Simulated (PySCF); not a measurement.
# State search for TeN⁺

Unrestricted PBE0; basis Te aug-cc-pVDZ-PP with ECP28, N aug-cc-pVDZ; scalar-relativistic core potentials; PySCF 2.14. Outer shells of the fragments: Te+ 4d10 5s2 5p3; N 2s2 2p3.

Followed along the bond (rough minima from three points):

| 2Ms+1 | unpaired | ⟨S²⟩ at the start | R at minimum (Å) | Te (eV) |
| --- | --- | --- | --- | --- |
| 1 | none | 0.00 | 1.79 | 0.00 |
| 3 | π ↑↑ | 2.57 | 2.02 | 1.57 |
| 3 | π ↑↑ | 2.01 | 1.98 | 2.38 |
| 1 | π ↑↓ | 1.01 | 1.97 | 2.67 |
| 5 | π ↑↑↑↑ | 6.01 | none in the scan | ≤ 1.93 |

Solutions found at the starting distance of 2.075 Å, counted from the lowest of them; the search is not exhaustive and high or unbound solutions are not listed, so other states can lie among these:

```
2Ms+1    unpaired   term  E (eV)  ⟨S²⟩  ⟨Lz²⟩  μ (D)
    1        none    ¹Σ⁺    0.00  0.00   0.00  -1.52
    3        π ↑↑  mixed    0.32  2.57   2.01  -0.81
    5      π ↑↑↑↑    ⁵Σ⁺    0.80  6.01   0.00  -0.57
    3        π ↑↑  mixed    1.21  2.01   2.00  -0.80
    1        π ↑↓  mixed    1.55  1.01   2.23  -0.84
    1      π ↑↑↓↓  mixed    1.83  2.01   4.02  -0.56
    5  σ ↑, π ↑↑↑     ⁵Π    2.06  6.01   1.00   0.18
    3    σ ↑, π ↑  mixed    2.08  2.10   1.24  -0.73
    1    σ ↓, π ↑  mixed    2.26  1.55   1.10  -0.43
    3  σ ↓, π ↑↑↑  mixed    3.10  3.02   1.00  -0.22
```

A term symbol is given only where ⟨S²⟩ and ⟨Lz²⟩ are close to those of a pure state; real π, δ and φ orbitals otherwise mix terms. A positive dipole points towards N; it is taken about the centre of mass and depends on that origin.

Compare the gap between the two lowest followed solutions at the starting distance with the gap between their minima.

At PBE0 the second solution (Ms = 1 of mixed spin, unpaired electrons π ↑↑) lies +0.32 eV from the first (singlet, closed shell) at 2.075 Å and +1.57 eV at the minima; the two curves relax by different amounts, since their minima lie near 2.02 and 1.79 Å.

Spin–orbit coupling is left out.
